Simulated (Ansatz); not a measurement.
The B1–H3 bond of iminoborane (SMILES B=N) is stretched (multiplicity 1, the rest rigid).
Geometry at rest (charge 0, multiplicity 1):
```xyz
4

B      0.0000     0.0000    -0.6921
N      0.0000     0.0000     0.5409
H      0.0000     0.0000    -1.8589
H      0.0000     0.0000     1.5328
```

Correlated levels freeze the cores.

Codes used: Ansatz (Gaussian orbitals). 

Energies above the point at 1.167 Å (the B3LYP-D3(BJ) bond length), FIC-MRCISD+Q on CASSCF(2,2)/cc-pVTZ (kcal/mol): 5.45 at 1.050 Å; 3.37 at 1.284 Å; 114.95 at 3.734 Å.

Task: Take the last value as the depth D of a Morse curve D(1 − e^(−a(R − R₀)))², fit a and R₀ to the two near points, and test it at 1.575 and 2.042 Å.

Result: 
With D = 115.0, both near points (counted from the curve's value at 1.167 Å) are met by a = 1.65 Å⁻¹ and R₀ = 1.169 Å, so k = 2Da² = 627 kcal/(mol Å²). The curve then gives 27.4 and 67.0 kcal/mol; the level itself gives 28.0 and 71.8, so Morse is off by -0.6 and -4.8.

Ansatz is an electronic-structure program.
